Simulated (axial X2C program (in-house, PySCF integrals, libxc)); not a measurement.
**Excited states of GaH by EOM-EE-CCSD**

Calculated with an axial X2C code built on PySCF integrals: two-component X2C with atomic mean-field Coulomb and Gaunt terms, Gaussian nuclei, basis Ga dyall-acv3z, H dyall-av3z with contracted cores.

R = 1.675 Å (near the PBE0 minimum at charge 0 of the determinant lowest at the starting distance; the state shown can have its own minimum elsewhere).

Hartree–Fock spinors of GaH (one of each Kramers pair; a window near the gap, which can cut inner shells):

| ω | occupied | ε (eV) | character |
| --- | --- | --- | --- |
| 1/2 | yes | -31.82 | 100% Ga d |
| 5/2 | yes | -31.55 | 100% Ga d |
| 3/2 | yes | -31.35 | 100% Ga d |
| 1/2 | yes | -31.32 | 100% Ga d |
| 1/2 | yes | -14.03 | 45% Ga s, 42% H s, 7% H p |
| 1/2 | yes | -8.12 | 46% Ga p, 24% Ga s, 19% H s |
| 1/2 | no | 0.34 | 94% Ga p, 5% H p |
| 3/2 | no | 0.36 | 94% Ga p, 5% H p |
| 1/2 | no | 0.64 | 96% Ga p, 2% Ga s |
| 1/2 | no | 0.93 | 63% Ga s, 32% H s, 2% H p |
| 1/2 | no | 1.27 | 90% Ga p, 8% H p |
| 3/2 | no | 1.29 | 90% Ga p, 8% H p |

Vertical excitation energies from the closed-shell determinant state of GaH:

```json
{"Ω": "0⁻", "excitation (eV)": "2.174", "cm⁻¹": "17538", "hole of the leading pair": "46% Ga pσ, 25% Ga sσ, 18% H sσ", "particle of the leading pair": "84% Ga pπ, 11% H pπ", "weight of the pair (for Ω = 0 its time-reversed partner can hold as much again)": "0.48", "singles weight": "0.97"}
{"Ω": "0⁺", "excitation (eV)": "2.175", "cm⁻¹": "17544", "hole of the leading pair": "46% Ga pσ, 25% Ga sσ, 18% H sσ", "particle of the leading pair": "84% Ga pπ, 11% H pπ", "weight of the pair (for Ω = 0 its time-reversed partner can hold as much again)": "0.48", "singles weight": "0.97"}
{"Ω": "1", "excitation (eV)": "2.209", "cm⁻¹": "17817", "hole of the leading pair": "46% Ga pσ, 25% Ga sσ, 19% H sσ", "particle of the leading pair": "84% Ga pπ, 11% H pπ", "weight of the pair (for Ω = 0 its time-reversed partner can hold as much again)": "0.51", "singles weight": "0.97"}
{"Ω": "2", "excitation (eV)": "2.246", "cm⁻¹": "18114", "hole of the leading pair": "46% Ga pσ, 25% Ga sσ, 19% H sσ", "particle of the leading pair": "84% Ga pπ, 11% H pπ", "weight of the pair (for Ω = 0 its time-reversed partner can hold as much again)": "0.96", "singles weight": "0.96"}
{"Ω": "1", "excitation (eV)": "3.105", "cm⁻¹": "25046", "hole of the leading pair": "49% Ga pσ, 27% H sσ, 15% Ga sσ", "particle of the leading pair": "82% Ga pπ, 14% H pπ", "weight of the pair (for Ω = 0 its time-reversed partner can hold as much again)": "0.50", "singles weight": "0.94"}
{"Ω": "0⁻", "excitation (eV)": "5.311", "cm⁻¹": "42838", "hole of the leading pair": "48% Ga pσ, 25% H sσ, 18% Ga sσ", "particle of the leading pair": "37% Ga sσ, 19% H sσ, 15% Ga pσ", "weight of the pair (for Ω = 0 its time-reversed partner can hold as much again)": "0.48", "singles weight": "0.96"}
{"Ω": "1", "excitation (eV)": "5.311", "cm⁻¹": "42839", "hole of the leading pair": "48% Ga pσ, 25% H sσ, 18% Ga sσ", "particle of the leading pair": "37% Ga sσ, 19% H sσ, 15% Ga pσ", "weight of the pair (for Ω = 0 its time-reversed partner can hold as much again)": "0.95", "singles weight": "0.96"}
{"Ω": "0⁺", "excitation (eV)": "5.658", "cm⁻¹": "45638", "hole of the leading pair": "48% Ga pσ, 24% H sσ, 18% Ga sσ", "particle of the leading pair": "57% Ga sσ, 36% H sσ", "weight of the pair (for Ω = 0 its time-reversed partner can hold as much again)": "0.47", "singles weight": "0.95"}
{"Ω": "0⁻", "excitation (eV)": "5.818", "cm⁻¹": "46927", "hole of the leading pair": "48% Ga pσ, 25% H sσ, 18% Ga sσ", "particle of the leading pair": "34% Ga dσ, 24% H sσ, 22% Ga sσ", "weight of the pair (for Ω = 0 its time-reversed partner can hold as much again)": "0.48", "singles weight": "0.95"}
{"Ω": "1", "excitation (eV)": "5.818", "cm⁻¹": "46928", "hole of the leading pair": "48% Ga pσ, 25% H sσ, 18% Ga sσ", "particle of the leading pair": "34% Ga dσ, 24% H sσ, 22% Ga sσ", "weight of the pair (for Ω = 0 its time-reversed partner can hold as much again)": "0.95", "singles weight": "0.95"}
```

This point took 47 s on 1 thread of Intel(R) Xeon(R) Processor @ 2.30GHz (shared host).

Reference electrons by ω block (each with its −ω partner): 1/2: 11, 3/2: 4, 5/2: 1. 14 electrons of GaH correlated (inner shells frozen), 88 natural virtual spinors (a truncated set); levels can be off by some tenths of an eV. Roots sought by Ω: (0: 5, 1: 4, 2: 3, 3: 1); rows need 60 % singles weight and stop where some Ω has no more roots. Missing are any skipped roots, higher Ω and states of a further excitation; these come out far too high here and may in truth be low or lowest. T1 of the reference 0.014 (Lee–Taylor). Number of frozen shells: Ga 3 s, 2 p; H none.
